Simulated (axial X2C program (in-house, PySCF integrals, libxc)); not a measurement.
Spin–orbit effects down a group: molecules with C, PBE0

Calculated with an axial X2C code built on PySCF integrals, spin-free (one-electron X2C) or two-component (2c: spin–orbit coupling with atomic mean-field Coulomb and Gaunt terms, which also bring small scalar terms), in Dyall basis sets with cores contracted in-house; open shells are unrestricted.

Basis sets: As dyall-cv3z, Bi dyall-cv3z, C dyall-v3z, N dyall-av3z, P dyall-v3z.

```csv
molecule,spin-free state,Re (Å),ωe (cm⁻¹),De (eV),2c state,Re 2c (Å),ωe 2c (cm⁻¹),De 2c (eV)
CN,"M_S = 1/2, Λ = 0",1.160,2180.7,7.73,Ω = 1/2,1.160,2180.6,7.74
PC,"M_S = 1/2, Λ = 0",1.555,1294.7,5.24,Ω = 1/2,1.555,1294.4,5.24
AsC,"M_S = 1/2, Λ = 0",1.660,1066.2,4.35,Ω = 1/2,1.661,1065.0,4.34
BiC,"M_S = 1/2, Λ = 0",1.966,696.8,2.90,Ω = 3/2,2.094,603.2,2.47
```

Q: Work out the shifts from the spin-free to the two-component result.

A: 

```
molecule  2c state      ΔRe (Å)   Δωe (cm⁻¹)  ΔDe (eV)
      CN   Ω = 1/2        0.000         -0.1      0.01
      PC   Ω = 1/2        0.000         -0.3      0.00
     AsC   Ω = 1/2        0.001         -1.2     -0.01
     BiC   Ω = 3/2  other state  other state       n/a
```

Shifts of one unit in the last digit are rounding.

Each entry is the lowest single determinant of a limited PBE0 search at one distance. De goes to single-determinant-based atoms at the same level (for ions the charge split of lowest energy) and is withheld (n/a) where an atom does not fit its ground term or J level. Main or longest-lived isotopes. One determinant is a doubtful description, or other states lie close, for PC, AsC, BiC; these need not be ground states, and all values refer to the states named. With several unpaired electrons the Ω given is that of one determinant, not necessarily of the lowest component. Some light 2c atoms are not at their ground J level, so De misses part of their lowering (0.04 eV or less). The functionals have no current term, which raises determinants with orbital currents. The lowest determinant changes configuration between the Hamiltonians for BiC, so two states are compared there.
